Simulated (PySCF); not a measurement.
Isomers of C5H9FOSi. Computed, not measured: TDDFT CAM-B3LYP/def2-SVPD, vertical, gas phase, core orbitals frozen in the response in PySCF 2.14.0, density-fitted response routines. Geometries: GFN2-xTB; one conformer of each isolated species. Triplets are in the Tamm–Dancoff approximation. 'Strongest' means the level of largest summed f among the lowest 8 singlets; it needn't be the same kind of state in each.

**Question.** Rank by computed lowest triplet energy, lowest first.
A. `FC[SiH2]O[C@]12C[C@H]1C2`
B. `C=C1CO[C@@H](F)C[SiH2]1`
C. `C1C(CO1)=C(F)[SiH2]C`
D. `O=C(/C=C/F)CC[SiH3]`

**Answer.** D (3.59 eV), C (4.02 eV), B (4.26 eV), A (6.08 eV).

```
                  SMILES  T1 (eV)  strongest (eV)  first f ≥ 0.01 (nm)  LUMO (eV)  α (au)    S1 mainly
     O=C(/C=C/F)CC[SiH3]     3.59            5.98                  207      -0.65    90.7    H→L (92%)
      C[SiH2]C(F)=C1COC1     4.02            6.12                  203       0.52    89.3    H→L (91%)
 C=C1CO[C@@H](F)C[SiH2]1     4.26            7.02                  177       0.64    87.2  H-1→L (60%)
FC[SiH2]O[C@]12C[C@H]1C2     6.08            7.49                  199       1.20    82.6    H→L (87%)
```

H and L stand for HOMO and LUMO.

- `O=C(/C=C/F)CC[SiH3]`: Löwdin shares by element: HOMO oxygen 58%, carbon 30% or more; LUMO carbon 61% or more, oxygen 18% (atoms not listed hold the other 20%).
- `C[SiH2]C(F)=C1COC1`: Löwdin shares by element: HOMO carbon 41% or more, oxygen 15%, fluorine 9% (atoms not listed hold the other 35%); LUMO carbon 46% or more, silicon 16% (atoms not listed hold the other 39%).
- `C=C1CO[C@@H](F)C[SiH2]1`: Löwdin shares by element: HOMO carbon 58% or more, oxygen 8%, silicon 6% (atoms not listed hold the other 27%); LUMO carbon 60% or more, silicon 10%, hydrogen 6% or more (atoms not listed hold the other 25%).
- `FC[SiH2]O[C@]12C[C@H]1C2`: Löwdin shares by element: HOMO carbon 57% or more, oxygen 18% (atoms not listed hold the other 25%); LUMO silicon 27%, carbon 11% or more, hydrogen 8% or more, oxygen 7% (atoms not listed hold the other 47%).

Without π bonds the low states are Rydberg-like; a valence basis with one diffuse set may place them up to an eV too high.
